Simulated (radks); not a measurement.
The numbers below are computed, except where a source is named.
Spin polarisation of the 5d1 shell in the hafnium ion Hf3+. Start: [Xe] 4f14 5d(up 0.5, down 0.5); electrons of 5d are moved from spin down to spin up, other shells keep equal spins. Code: a radial shooting solver on a logarithmic mesh with Libxc functionals. Model: non-relativistic Kohn-Sham, TPSS, spin-polarised, spherical densities, point nucleus; meta-GGA in the generalised Kohn-Sham scheme.

moment (Bohr magnetons)  E - E(0) (eV)  e(5d up) (eV)  e(5d down) (eV)  4f down minus up (eV)  5p down minus up (eV)  5s down minus up (eV)
0                                0.000        -27.783          -27.783                  0.000                  0.000                  0.000
0.25                            -0.013        -27.883          -27.680                  0.028                  0.182                  0.153
0.5                             -0.051        -27.980          -27.575                  0.056                  0.364                  0.306
0.75                            -0.114        -28.075          -27.463                  0.084                  0.546                  0.459
1                               -0.204        -28.168          -27.339                  0.111                  0.727                  0.612

At moment 1 the spin-polarisation energy is -0.204 eV and the 5d exchange splitting 0.828 eV, that is 0.828 eV per Bohr magneton; E = -I m^2/4 would give I = 0.816 eV.
